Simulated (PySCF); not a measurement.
PySCF input (PW6B95/def2-TZVPD):

```python
from pyscf import gto, scf, dft

mol = gto.M(
    atom='''
    Sn    0.00434563   -0.00040758    0.04862414
    H    -0.12919566   -1.28652501   -1.22463579
    H    -0.08808596    1.30690401   -1.20657105
    ''',
    basis='def2-tzvpd',
    ecp='def2-tzvp',
    charge=-1,
    spin=1,
    verbose=4,
)

mf = dft.UKS(mol, xc='pw6b95').density_fit(auxbasis='def2-universal-jkfit')
mf.grids.level = 3
mf.conv_tol = 1e-9
mf.max_cycle = 100
mf.max_memory = 1500
mf.kernel()
if not mf.converged:
    mf = mf.newton()
    mf.kernel(mf.make_rdm1())
for _ in range(2):
    mo, _, stable, _ = mf.stability(return_status=True)
    if stable:
        break
    mf.kernel(mf.make_rdm1(mo, mf.mo_occ))
mf.analyze()
```

End of the output:

```
Extra cycle  E= -215.629348790168  delta_E= -8.45e-11  |g|= 4.6e-05  |ddm|= 1.95e-05
converged SCF energy = -215.629348790168  <S^2> = 0.75289623  2S+1 = 2.0028941
uhf_internal: lowest eigs of H = [0.15488656 0.16924109 0.19003883]
<class 'pyscf.df.df_jk.DFUKS'> wavefunction is stable in the internal stability analysis
**** SCF Summaries ****
Total Energy =                        -215.629348790168393
Nuclear Repulsion Energy =              13.034701149426247
One-electron Energy =                 -409.207271602551202
Two-electron Energy =                  180.543221662956569
Two-electron Coulomb Energy =          199.593317604262467
DFT Exchange-Correlation Energy =      -19.050095941305901
HOMO-LUMO gap [eV] =                     2.342338098804233
**** MO energy ****
                             alpha | beta                alpha | beta
MO #1   energy= -4.91173019300718  | -4.91022296131227  occ= 1 | 1
MO #2   energy= -3.24636707990693  | -3.2431373639288   occ= 1 | 1
MO #3   energy= -3.24333617655585  | -3.2426477934394   occ= 1 | 1
MO #4   energy= -3.24054382405173  | -3.2403858450486   occ= 1 | 1
MO #5   energy= -0.807991962843974 | -0.804602758894402 occ= 1 | 1
MO #6   energy= -0.806850520284522 | -0.804405312409193 occ= 1 | 1
MO #7   energy= -0.804918301161377 | -0.803695294478349 occ= 1 | 1
MO #8   energy= -0.804250760880077 | -0.801165927531689 occ= 1 | 1
MO #9   energy= -0.801701695403995 | -0.800833054330734 occ= 1 | 1
MO #10  energy= -0.269024914449345 | -0.252123659220148 occ= 1 | 1
MO #11  energy= -0.0952799588766799 | -0.0931181693553231 occ= 1 | 1
MO #12  energy= -0.0392584785228456 | -0.0305167873563308 occ= 1 | 1
MO #13  energy= 0.028534483971395  | 0.114613822123544  occ= 1 | 0
MO #14  energy= 0.148997737210058  | 0.151702430154261  occ= 0 | 0
MO #15  energy= 0.17768366889976   | 0.1795895129453    occ= 0 | 0
MO #16  energy= 0.196424056516454  | 0.206405134031071  occ= 0 | 0
MO #17  energy= 0.209071505018245  | 0.210169299397898  occ= 0 | 0
MO #18  energy= 0.209622451324332  | 0.213330453742595  occ= 0 | 0
MO #19  energy= 0.210009809577897  | 0.214322709294401  occ= 0 | 0
MO #20  energy= 0.224774905067382  | 0.224556867154834  occ= 0 | 0
MO #21  energy= 0.229302176431626  | 0.23015688279066   occ= 0 | 0
MO #22  energy= 0.264988080931411  | 0.284175123359777  occ= 0 | 0
MO #23  energy= 0.288118358432316  | 0.292147721252563  occ= 0 | 0
MO #24  energy= 0.295265065018735  | 0.300196657965059  occ= 0 | 0
MO #25  energy= 0.382462384673561  | 0.385247439733945  occ= 0 | 0
MO #26  energy= 0.384795978808229  | 0.390999369253864  occ= 0 | 0
MO #27  energy= 0.3966911822995    | 0.407109637145659  occ= 0 | 0
MO #28  energy= 0.415712859846888  | 0.417029460778273  occ= 0 | 0
MO #29  energy= 0.43122799262419   | 0.444221332693873  occ= 0 | 0
MO #30  energy= 0.44274301961298   | 0.447245185812627  occ= 0 | 0
MO #31  energy= 0.482206313206363  | 0.500490105350775  occ= 0 | 0
MO #32  energy= 0.492053030760679  | 0.509743475812644  occ= 0 | 0
MO #33  energy= 0.499148681954334  | 0.510158531095331  occ= 0 | 0
MO #34  energy= 0.530622043392619  | 0.537955693986174  occ= 0 | 0
MO #35  energy= 0.581428151563525  | 0.590107996664352  occ= 0 | 0
MO #36  energy= 0.588208253070483  | 0.591706717248118  occ= 0 | 0
MO #37  energy= 0.65921963158616   | 0.663884319338147  occ= 0 | 0
MO #38  energy= 0.687809272114538  | 0.695817471190358  occ= 0 | 0
MO #39  energy= 0.913809558259026  | 0.937657921695495  occ= 0 | 0
MO #40  energy= 0.962524147501818  | 0.983347269593885  occ= 0 | 0
MO #41  energy= 0.989579684188157  | 1.00988355110391   occ= 0 | 0
MO #42  energy= 0.989639858645426  | 1.01154117561945   occ= 0 | 0
MO #43  energy= 0.998715075804189  | 1.01703639486021   occ= 0 | 0
MO #44  energy= 0.999694049668964  | 1.02733830952985   occ= 0 | 0
MO #45  energy= 1.04134991573891   | 1.04763885084046   occ= 0 | 0
MO #46  energy= 1.04304241680339   | 1.04900936580497   occ= 0 | 0
MO #47  energy= 1.2027368430507    | 1.21410240470325   occ= 0 | 0
MO #48  energy= 1.23354593705866   | 1.24446735328221   occ= 0 | 0
MO #49  energy= 1.41815700664536   | 1.42844880352755   occ= 0 | 0
MO #50  energy= 1.41851989564697   | 1.43718661802531   occ= 0 | 0
MO #51  energy= 1.42300963455525   | 1.43754482450712   occ= 0 | 0
MO #52  energy= 1.42383657602071   | 1.4416552962634    occ= 0 | 0
MO #53  energy= 1.44624323146792   | 1.45383657395219   occ= 0 | 0
MO #54  energy= 1.86924260640786   | 1.86919529875049   occ= 0 | 0
MO #55  energy= 1.90689040216734   | 1.91105171926245   occ= 0 | 0
MO #56  energy= 1.92801687612922   | 1.93231014926481   occ= 0 | 0
MO #57  energy= 1.99187158944042   | 1.99269261398315   occ= 0 | 0
MO #58  energy= 2.27000717317841   | 2.2726843709922    occ= 0 | 0
MO #59  energy= 2.42320652736774   | 2.42464970954515   occ= 0 | 0
MO #60  energy= 2.50989938901493   | 2.51769819958653   occ= 0 | 0
MO #61  energy= 2.54327711513367   | 2.55198788586533   occ= 0 | 0
MO #62  energy= 2.54962732775341   | 2.56029902491593   occ= 0 | 0
MO #63  energy= 2.56049524767396   | 2.57306616820567   occ= 0 | 0
MO #64  energy= 2.59108647833195   | 2.60022923480359   occ= 0 | 0
MO #65  energy= 2.61632378362017   | 2.61965962202948   occ= 0 | 0
MO #66  energy= 2.71653112167615   | 2.72410264913716   occ= 0 | 0
MO #67  energy= 2.86948449567617   | 2.87174632178791   occ= 0 | 0
MO #68  energy= 2.943430529193     | 2.94607902928069   occ= 0 | 0
MO #69  energy= 3.48092289812618   | 3.4885264845149    occ= 0 | 0
MO #70  energy= 36.2236650501495   | 36.2602599560461   occ= 0 | 0
MO #71  energy= 37.0418657222636   | 36.9804631432034   occ= 0 | 0
MO #72  energy= 37.1854307402834   | 37.2007229127983   occ= 0 | 0
MO #73  energy= 37.2024090750843   | 37.2181035306326   occ= 0 | 0
MO #74  energy= 112.959916125712   | 113.191572831711   occ= 0 | 0

To work with the spin densities directly, `use mulliken_meta_spin()` only printing them here.

WARN: Weak orthogonality for localized orbitals 3.081910772521317e-09

 ** Mulliken spin pop alpha/beta on meta-lowdin orthogonal AOs **
 ** Mulliken Spin Density (per AO)  **
spin_pop of  0 Sn 4s       -0.00003
spin_pop of  0 Sn 5s        0.01015
spin_pop of  0 Sn 6s        0.00125
spin_pop of  0 Sn 7s       -0.00005
spin_pop of  0 Sn 8s       -0.00010
spin_pop of  0 Sn 9s        0.00000
spin_pop of  0 Sn 10s        0.00015
spin_pop of  0 Sn 4px       0.00000
spin_pop of  0 Sn 4py       0.00577
spin_pop of  0 Sn 4pz       0.00013
spin_pop of  0 Sn 5px       0.00053
spin_pop of  0 Sn 5py       0.00050
spin_pop of  0 Sn 5pz      -0.00001
spin_pop of  0 Sn 6px      -0.00034
spin_pop of  0 Sn 6py       0.77528
spin_pop of  0 Sn 6pz       0.00841
spin_pop of  0 Sn 7px       0.00750
spin_pop of  0 Sn 7py       0.00530
spin_pop of  0 Sn 7pz       0.00047
spin_pop of  0 Sn 8px      -0.00020
spin_pop of  0 Sn 8py       0.00176
spin_pop of  0 Sn 8pz      -0.00020
spin_pop of  0 Sn 4dxy     -0.00095
[...]
```
